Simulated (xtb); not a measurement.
xtb input for S₈, SMILES S1SSSSSSS1, GFN2-xTB. 

```
$ xtb mol.xyz --gfn 2 --sp --chrg 0 --uhf 0 --json
$ cat mol.xyz
8

S      0.08464676     1.83601616     1.70491336
S     -1.01166282     1.61561617     0.00000002
S      0.08464676     1.83601620    -1.70491332
S      0.93945970    -0.04486903    -2.08669310
S     -0.54439389    -1.40745590    -1.71328838
S      0.05223768    -2.38299862    -0.00000002
S     -0.54439389    -1.40745593     1.71328834
S      0.93945970    -0.04486907     2.08669311
```

Log of the run:

```
[banner left out]
          |                Calculation Setup                |
           -------------------------------------------------



           -------------------------------------------------
          |                 G F N 2 - x T B                 |
           -------------------------------------------------

        Reference                      10.1021/acs.jctc.8b01176
      * Hamiltonian:
        H0-scaling (s, p, d)           1.850000    2.230000    2.230000
        zeta-weighting                 0.500000
      * Dispersion:
        s8                             2.700000
        a1                             0.520000
        a2                             5.000000
        s9                             5.000000
      * Repulsion:
        kExp                           1.500000    1.000000
        rExp                           1.000000
      * Coulomb:
        alpha                          2.000000
        third order                    shell-resolved
        anisotropic                    true
        a3                             3.000000
        a5                             4.000000
        cn-shift                       1.200000
        cn-exp                         4.000000
        max-rad                        5.000000


          ...................................................
          :                      SETUP                      :
          :.................................................:
          :  # basis functions                  80          :
          :  # atomic orbitals                  72          :
          :  # shells                           24          :
          :  # electrons                        48          :
          :  max. iterations                   250          :
          :  Hamiltonian                  GFN2-xTB          :
          :  restarted?                      false          :
          :  GBSA solvation                  false          :
          :  PC potential                    false          :
          :  electronic temp.          300.0000000     K    :
          :  accuracy                    1.0000000          :
          :  -> integral cutoff          0.2500000E+02      :
          :  -> integral neglect         0.1000000E-07      :
          :  -> SCF convergence          0.1000000E-05 Eh   :
          :  -> wf. convergence          0.1000000E-03 e    :
          :  Broyden damping             0.4000000          :
          :  net charge                          0          :
          :  unpaired electrons                  0          :
          ...................................................

 iter      E             dE          RMSdq      gap      omega  full diag
   1    -26.1298815 -0.261299E+02  0.109E+01    2.72       0.0  T
   2    -26.1471134 -0.172319E-01  0.454E+00    2.52       1.0  T
   3    -26.1503743 -0.326092E-02  0.765E-01    2.38       1.0  T
   4    -26.1503857 -0.113934E-04  0.189E-01    2.37       1.0  T
   5    -26.1503870 -0.126260E-05  0.487E-02    2.37       1.0  T
   6    -26.1503873 -0.335485E-06  0.119E-02    2.37       3.0  T
   7    -26.1503873 -0.227299E-07  0.642E-03    2.37       5.5  T
   8    -26.1503873 -0.122472E-07  0.223E-03    2.37      15.9  T
   9    -26.1503873 -0.233359E-08  0.105E-03    2.37      33.5  T
  10    -26.1503873 -0.593136E-09  0.524E-04    2.37      67.4  T
  11    -26.1503873 -0.162458E-09  0.158E-04    2.37     223.8  T

   *** convergence criteria satisfied after 11 iterations ***

         #    Occupation            Energy/Eh            Energy/eV
      -------------------------------------------------------------
         1        2.0000           -0.7736255             -21.0514
       ...           ...                  ...                  ...
        18        2.0000           -0.4471082             -12.1664
        19        2.0000           -0.4383380             -11.9278
        20        2.0000           -0.4297924             -11.6952
        21        2.0000           -0.4243474             -11.5471
        22        2.0000           -0.4172230             -11.3532
        23        2.0000           -0.4121274             -11.2146
        24        2.0000           -0.3938520             -10.7173 (HOMO)
        25                         -0.3066088              -8.3432 (LUMO)
        26                         -0.3032797              -8.2527
        27                         -0.3019594              -8.2167
        28                         -0.2900868              -7.8937
        29                         -0.2849710              -7.7545
       ...                                ...                  ...
        72                          0.4936741              13.4336
      -------------------------------------------------------------
                  HL-Gap            0.0872432 Eh            2.3740 eV
             Fermi-level           -0.3502304 Eh           -9.5303 eV

 SCC (total)                   0 d,  0 h,  0 min,  0.028 sec
 SCC setup                      ...        0 min,  0.000 sec (  0.996%)
 Dispersion                     ...        0 min,  0.000 sec (  0.378%)
 classical contributions        ...        0 min,  0.000 sec (  0.156%)
 integral evaluation            ...        0 min,  0.005 sec ( 18.561%)
 iterations                     ...        0 min,  0.013 sec ( 46.610%)
 molecular gradient             ...        0 min,  0.009 sec ( 32.153%)
 printout                       ...        0 min,  0.000 sec (  1.023%)

         :::::::::::::::::::::::::::::::::::::::::::::::::::::
         ::                     SUMMARY                     ::
         :::::::::::::::::::::::::::::::::::::::::::::::::::::
         :: total energy             -26.109374151679 Eh    ::
         :: gradient norm              0.000041679751 Eh/a0 ::
         :: HOMO-LUMO gap              2.374008164150 eV    ::
         ::.................................................::
         :: SCC energy               -26.150347645257 Eh    ::
         :: -> isotropic ES           -0.000194608902 Eh    ::
         :: -> anisotropic ES          0.005656242773 Eh    ::
         :: -> anisotropic XC          0.020075857032 Eh    ::
         :: -> dispersion             -0.021207368274 Eh    ::
         :: repulsion energy           0.040973493578 Eh    ::
         :: add. restraining           0.000000000000 Eh    ::
         :: total charge               0.000000000000 e     ::
         :::::::::::::::::::::::::::::::::::::::::::::::::::::

           -------------------------------------------------
          |                Property Printout                |
           -------------------------------------------------

    * Orbital Energies and Occupations

         #    Occupation            Energy/Eh            Energy/eV
      -------------------------------------------------------------
         1        2.0000           -0.7736255             -21.0514
       ...           ...                  ...                  ...
        12        2.0000           -0.5171021             -14.0711
        13        2.0000           -0.5146160             -14.0034
        14        2.0000           -0.5109146             -13.9027
        15        2.0000           -0.5030094             -13.6876
        16        2.0000           -0.4974576             -13.5365
        17        2.0000           -0.4547601             -12.3747
        18        2.0000           -0.4471082             -12.1664
        19        2.0000           -0.4383380             -11.9278
        20        2.0000           -0.4297924             -11.6952
        21        2.0000           -0.4243474             -11.5471
        22        2.0000           -0.4172230             -11.3532
        23        2.0000           -0.4121274             -11.2146
        24        2.0000           -0.3938520             -10.7173 (HOMO)
        25                         -0.3066088              -8.3432 (LUMO)
        26                         -0.3032797              -8.2527
        27                         -0.3019594              -8.2167
        28                         -0.2900868              -7.8937
        29                         -0.2849710              -7.7545
        30                         -0.2747133              -7.4753
        31                         -0.2725869              -7.4175
        32                         -0.2604219              -7.0864
        33                         -0.0783051              -2.1308
        34                         -0.0771281              -2.0988
        35                         -0.0702787              -1.9124
       ...                                ...                  ...
        72                          0.4936741              13.4336
      -------------------------------------------------------------
                  HL-Gap            0.0872432 Eh            2.3740 eV
             Fermi-level           -0.3502304 Eh           -9.5303 eV

     #   Z          covCN         q      C6AA      α(0)
     1  16 S        1.965    -0.006   141.306    20.007
     2  16 S        1.978     0.010   140.644    19.960
     3  16 S        1.965    -0.006   141.306    20.007
     4  16 S        1.979    -0.010   141.484    20.020
     5  16 S        1.968     0.016   140.397    19.943
     6  16 S        1.987    -0.009   141.431    20.016
     7  16 S        1.968     0.016   140.397    19.943
     8  16 S        1.979    -0.010   141.484    20.020

 Mol. C6AA /au·bohr⁶  :       9027.563289
 Mol. C8AA /au·bohr⁸  :     442271.158603
 Mol. α(0) /au        :        159.915462


Wiberg/Mayer (AO) data.
largest (>0.10) Wiberg bond orders for each atom

 ---------------------------------------------------------------------------
     #   Z sym  total        # sym  WBO       # sym  WBO       # sym  WBO
 ---------------------------------------------------------------------------
     1  16 S    2.486 --     2 S    1.187     8 S    1.055     3 S    0.131
     2  16 S    2.576 --     1 S    1.187     3 S    1.187
     3  16 S    2.486 --     2 S    1.187     4 S    1.055     1 S    0.131
     4  16 S    2.451 --     5 S    1.183     3 S    1.055
     5  16 S    2.544 --     4 S    1.183     6 S    1.145     7 S    0.106
     6  16 S    2.503 --     7 S    1.145     5 S    1.145
     7  16 S    2.544 --     8 S    1.183     6 S    1.145     5 S    0.106
     8  16 S    2.451 --     7 S    1.183     1 S    1.055
 ---------------------------------------------------------------------------

Topologies differ in total number of bonds
Writing topology from bond orders to xtbtopo.mol

molecular dipole:
                 x           y           z       tot (Debye)
 q only:       -0.092      -0.054       0.000
   full:       -0.108      -0.017       0.000       0.277
molecular quadrupole (traceless):
                xx          xy          yy          xz          yz          zz
 q only:        0.067       0.045       0.043      -0.000       0.000      -0.111
  q+dip:        0.048      -0.180       0.027      -0.000      -0.000      -0.075
   full:       -0.817      -0.107       0.800      -0.000      -0.000       0.017


           -------------------------------------------------
          | TOTAL ENERGY              -26.109374151679 Eh   |
          | GRADIENT NORM               0.000041679751 Eh/α |
          | HOMO-LUMO GAP               2.374008164150 eV   |
           -------------------------------------------------

------------------------------------------------------------------------
------------------------------------------------------------------------
 total:
 SCF:
Note: The following floating-point exceptions are signalling: IEEE_DENORMAL
normal termination of xtb
```

The run converged.

Cost: about 0.09 core-seconds (a rough figure).
